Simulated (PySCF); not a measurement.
**Core-level binding energies of `C[NH][AlH2-][S+](C)C`**

Compound: C₃H₁₂AlNS.
Structure used (PBE0-D3(BJ)/def2-SVP), in Å, numbered top down from 1:
```xyz
18
C3H12AlNS angstrom
C      2.657    0.635    0.010
N      2.045   -0.522   -0.589
Al     0.577   -1.412   -0.043
S     -1.291   -0.281   -1.314
C     -2.714   -0.730   -0.302
C     -0.987    1.406   -0.757
H      3.693    0.456    0.358
H      2.083    0.948    0.899
H      2.700    1.518   -0.662
H      2.582   -0.875   -1.375
H      0.352   -2.895   -0.599
H      0.010   -0.950    1.392
H     -2.957   -1.775   -0.538
H     -3.573   -0.092   -0.554
H     -2.463   -0.647    0.766
H     -1.819    2.060   -1.054
H     -0.061    1.733   -1.249
H     -0.842    1.427    0.334
```

Computed with PySCF, delta-SCF UKS SCAN, pcX-2 on the ionised atom, pcseg-1 elsewhere, spin-free X2C. Binding energies are ΔSCF values: E(core-ionised, relaxed orbitals) − E(ground state) at a fixed geometry, referred to the vacuum level.

Problem. List the computed XPS lines with their assignment.

Solution. 
| atom(s) | bonded to | level | binding energy (eV) | above the level's lowest (eV) | count |
| --- | --- | --- | --- | --- | --- |
| C1 | N and 3 H | C 1s | 290.99 | 0.00 | 1 |
| C5/C6 | S and 3 H | C 1s | 291.70 | +0.71 | 2 |
| N2 | C, H and Al | N 1s | 403.16 | 0.00 | 1 |
| Al3 | N, S and 2 H | Al 1s | 1565.27 | 0.00 | 1 |
| S4 | 2 C and Al | S 1s | 2477.96 | 0.00 | 1 |

The listed C 1s values span 0.71 eV, from C1 (bonded to N and 3 H) to C5/C6 (bonded to S and 3 H). Summing the Pauling electronegativity differences to the bonded atoms, each weighted by its formal bond order, gives -0.56 for the lowest site and -1.02 for the highest; the largest sum, -0.56, belongs to C1, 0.71 eV below the top. The smallest sum, -1.02, belongs to C5/C6, 0.71 eV above the lowest.

Problem. What is the longest wavelength that can ionise S 1s of S4 vertically?

Solution. λ = hc/E = 12398.42 eV Å / 2477.96 eV = 5.003 Å.

Problem. Which effective nuclear charge Zeff reproduces each element's mean 1s value in the hydrogen-like formula E = 13.606 eV × Zeff²?

Solution. C (Z = 6): mean 291.5 eV, Zeff = 4.63, Z − Zeff = 1.37; N (Z = 7): mean 403.2 eV, Zeff = 5.44, Z − Zeff = 1.56; Al (Z = 13): mean 1565.3 eV, Zeff = 10.73, Z − Zeff = 2.27; S (Z = 16): mean 2478.0 eV, Zeff = 13.50, Z − Zeff = 2.50. Means run over the listed sites, weighted by atom count.

Topologically equivalent atoms share the value of their first member; where this conformer doesn't relate them by symmetry, their own values could differ. Not every level is listed. Geometry: PBE0-D3(BJ)/def2-SVP, one conformer, isolated molecule.
